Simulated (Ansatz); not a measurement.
GaH₅O₃S, SMILES `[OH][Ga-]([OH])([OH])[SH2+]`, relaxed with RKS PBE0-D4/def2-TZVP in Ansatz 0.2.0 from a PBE-D4/def2-SVP geometry. The force threshold is 0.005 eV/Å; the program also tests the step.

Charge 0, multiplicity 1.

Start:

```xyz
10

O     1.571    0.245   -1.578
Ga    0.118    0.213   -0.507
O    -0.046    1.653    0.649
O    -1.483   -0.558   -0.887
S     0.721   -0.984    1.749
H     1.812   -0.651   -1.875
H    -0.942    2.038    0.618
H    -1.504   -0.925   -1.790
H     0.328    0.374    1.831
H    -0.575   -1.406    1.789
```

```json
{"step": "1", "energy (eV)": "-69424.6130", "largest force (eV/Å)": "0.829", "largest move (Å)": "0.000"}
{"step": "2", "energy (eV)": "-69424.6679", "largest force (eV/Å)": "0.395", "largest move (Å)": "0.043"}
{"step": "3", "energy (eV)": "-69424.7099", "largest force (eV/Å)": "0.223", "largest move (Å)": "0.114"}
{"step": "4", "energy (eV)": "-69424.7423", "largest force (eV/Å)": "0.292", "largest move (Å)": "0.195"}
{"step": "5", "energy (eV)": "-69424.7557", "largest force (eV/Å)": "0.384", "largest move (Å)": "0.195"}
{"step": "6", "energy (eV)": "-69424.7581", "largest force (eV/Å)": "0.185", "largest move (Å)": "0.132"}
{"step": "7", "energy (eV)": "-69424.7653", "largest force (eV/Å)": "0.316", "largest move (Å)": "0.096"}
{"step": "8", "energy (eV)": "-69424.7708", "largest force (eV/Å)": "0.116", "largest move (Å)": "0.056"}
{"step": "9", "energy (eV)": "-69424.7720", "largest force (eV/Å)": "0.111", "largest move (Å)": "0.039"}
{"step": "10", "energy (eV)": "-69424.7728", "largest force (eV/Å)": "0.099", "largest move (Å)": "0.045"}
{"step": "11", "energy (eV)": "-69424.7728", "largest force (eV/Å)": "0.161", "largest move (Å)": "0.069"}
{"step": "18", "energy (eV)": "-69424.7755", "largest force (eV/Å)": "0.012", "largest move (Å)": "0.019"}
{"step": "25", "energy (eV)": "-69424.7758", "largest force (eV/Å)": "0.015", "largest move (Å)": "0.031"}
{"step": "32", "energy (eV)": "-69424.7760", "largest force (eV/Å)": "0.023", "largest move (Å)": "0.009"}
{"step": "39", "energy (eV)": "-69424.7765", "largest force (eV/Å)": "0.033", "largest move (Å)": "0.009"}
{"step": "46", "energy (eV)": "-69424.7769", "largest force (eV/Å)": "0.025", "largest move (Å)": "0.025"}
{"step": "53", "energy (eV)": "-69424.7780", "largest force (eV/Å)": "0.018", "largest move (Å)": "0.024"}
{"step": "60 (rejected)", "energy (eV)": "-69424.7801", "largest force (eV/Å)": "0.163", "largest move (Å)": "0.045"}
{"step": "67", "energy (eV)": "-69424.7883", "largest force (eV/Å)": "0.114", "largest move (Å)": "0.039"}
{"step": "74 (rejected)", "energy (eV)": "-69424.7986", "largest force (eV/Å)": "0.381", "largest move (Å)": "0.094"}
{"step": "81", "energy (eV)": "-69424.8303", "largest force (eV/Å)": "0.118", "largest move (Å)": "0.200"}
{"step": "88", "energy (eV)": "-69424.8387", "largest force (eV/Å)": "0.017", "largest move (Å)": "0.018"}
{"step": "95", "energy (eV)": "-69424.8392", "largest force (eV/Å)": "0.007", "largest move (Å)": "0.011"}
{"step": "102", "energy (eV)": "-69424.8393", "largest force (eV/Å)": "0.005", "largest move (Å)": "0.009"}
{"step": "107", "energy (eV)": "-69424.8393", "largest force (eV/Å)": "0.005", "largest move (Å)": "0.005"}
```

End:

```xyz
10

O     1.452   -0.189   -1.026
Ga   -0.230    0.193   -0.505
O    -0.532    1.808    0.224
O    -1.593   -0.680   -1.275
S    -0.034   -1.073    1.766
H     2.011    0.590   -1.050
H    -1.425    2.122    0.069
H    -1.300   -1.281   -1.963
H     1.185   -1.526    1.421
H     0.467    0.035    2.339
```

Hardware: 4 threads of an Arm Neoverse V2 on a shared host. Wall time 6.6 min, peak host memory 0.64 GiB.
